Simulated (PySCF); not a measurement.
WO2Cl2, SMILES [Cl][W]([Cl])(=[O])=[O], multiplicity 1.

Coordinates come from a B3LYP-D3(BJ)/def2-SVP optimisation. The multiplicity is an assumed one; no other spin state was optimised. The isomer is the one that the SMILES or the coordinates give; other isomers of the formula were not compared. The def2 effective core potentials stand for the cores of W; spin–orbit coupling is left out.

Level of theory: TDA-CAM-B3LYP/def2-SVPD (PySCF).

Vertical excitations. Isolated molecule, no solvent. State labels are in the subgroup C2v.

```csv
state,symmetry,energy (eV),λ (nm),f,main pairs
S1,B2,4.79,259,0.004,HOMO→LUMO 92 %
S2,B1,5.04,246,0.000,HOMO→LUMO+1 87 %
S3,A2,5.17,240,0.000,HOMO−1→LUMO 98 %
S4,B1,5.39,230,0.043,"HOMO−2→LUMO 68 %, HOMO−5→LUMO 21 %"
S5,B2,5.60,221,0.000,HOMO−3→LUMO 95 %
S6,A2,5.67,219,0.000,HOMO→LUMO+2 90 %
S7,A1,5.68,218,0.002,"HOMO−4→LUMO 75 %, HOMO−1→LUMO+1 16 %"
S8,A2,6.16,201,0.000,HOMO−4→LUMO+1 84 %
S9,B1,6.17,201,0.022,"HOMO−5→LUMO 57 %, HOMO−3→LUMO+1 22 %, HOMO−2→LUMO 12 %"
S10,B2,6.18,201,0.004,HOMO−2→LUMO+1 81 %
T1,B2,4.36,284,0,HOMO→LUMO 91 %
T2,B1,4.65,266,0,HOMO→LUMO+1 83 %
T3,B1,4.91,252,0,HOMO−2→LUMO 89 %
T4,A2,4.96,250,0,HOMO−1→LUMO 93 %
```
Triplets are in the Tamm–Dancoff approximation.
